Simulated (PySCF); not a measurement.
Dipole response of Rh (rhodium, neutral)

[Kr] 4d8 5s1, high-spin 4F determinant. Computed with PySCF 2.14 in aug-cc-pwCVDZ-PP with ECP28MDF (6s6p5d3f, 70 functions), with a scalar-relativistic core potential. Coupled (time-dependent) response in atomic units; α is the mean over directions. A double-zeta set is small for polarisabilities.

```
method  mean α (bohr³)  C₆ (like pair)  S(−4)
  BLYP           51.20           417.5   1845
```

S(−4) is the Cauchy moment in α(ω) = α(0) + S(−4) ω² + …

Reference α: 66 ± 10 bohr³ (recommended; Schwerdtfeger and Nagle, table of static dipole polarizabilities (2023 update)). Published C₆: 708.0 (Gould and Bucko (2016)).

Spin-orbit coupling is absent.

α(iu) at BLYP:

```
u (hartree)  α(iu) (bohr³)
          0          51.20
     0.0500          47.08
      0.100          38.58
      0.200          24.48
      0.300          16.93
      0.500          10.41
      0.750          7.136
       1.00          5.391
       1.50          3.429
       2.00          2.356
       3.00          1.287
       5.00         0.5432
```

A single London oscillator, α(iu) = α/(1 + u²/ω²), gives C₆ = (3/4) ω α². Matching the computed C₆ needs ω = 4 × 417.5 / (3 × 51.20²) = 0.212 hartree.

Energies and moments cover only the electrons outside the core potential.
